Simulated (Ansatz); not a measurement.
The cluster Li4H⁺. Charge 1, multiplicity 1. Geometry PBE0-D4/def2-TZVP; atoms count from 1.

Cartesian coordinates in Å:
```
Li 0.7523 -0.9779 0.9578
Li -0.8398 1.7622 1.5125
Li 0.9261 0.7734 -0.9961
Li -1.2965 -0.6013 -0.6548
H 0.4579 -0.9564 -0.8193
```

The structure comes from a short search, and lower isomers may exist.

(1) Estimate the Mulliken populations from the PBE0/def2-TZVP orbitals of Ansatz.

(2) And the Mayer bond orders between heavy atoms (over 0.3)?

Results:

(1) 
```
atom  charge (e)
 Li1        0.42
 Li2        0.25
 Li3        0.42
 Li4        0.43
  H5       -0.52
```
Mulliken values depend strongly on the basis.

(2) Li1–Li2 0.30 (3.22 Å).
